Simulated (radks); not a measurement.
Values are calculated unless marked as measured or tabulated.
All-electron atom: the silver ion Ag4+ in [Ar] 3d10 4p6 4d7 5s2 (not the ground configuration). Code: a radial shooting solver on a logarithmic mesh with Libxc functionals. Model: Dirac Kohn-Sham, PBE, spin-unpolarised, spherical densities, point nucleus; open shells fill j = l - 1/2 first.

Unscreened Slater integrals over Kohn-Sham orbitals (cm^-1). Large and small components are both included.

F0(5s1/2,5s1/2): 95335
F0(5s1/2,4d5/2): 114270
G2(5s1/2,4d5/2): 16866
F0(5s1/2,4d3/2): 114440
G2(5s1/2,4d3/2): 16498
F0(5s1/2,4p3/2): 117260
G1(5s1/2,4p3/2): 9637.1
F0(4d5/2,4d5/2): 175310
F2(4d5/2,4d5/2): 89415
F4(4d5/2,4d5/2): 59430
F0(4d5/2,4d3/2): 176050
F2(4d5/2,4d3/2): 89771
G2(4d5/2,4d3/2): 89713
G4(4d5/2,4d3/2): 59631
F0(4d5/2,4p3/2): 188570
F2(4d5/2,4p3/2): 96033
G1(4d5/2,4p3/2): 121890
G3(4d5/2,4p3/2): 75546
F0(4d3/2,4d3/2): 176800
F2(4d3/2,4d3/2): 90144
F0(4d3/2,4p3/2): 189510
F2(4d3/2,4p3/2): 96675
G1(4d3/2,4p3/2): 122830
G3(4d3/2,4p3/2): 76158
F0(4p3/2,4p3/2): 205530
F2(4p3/2,4p3/2): 108340
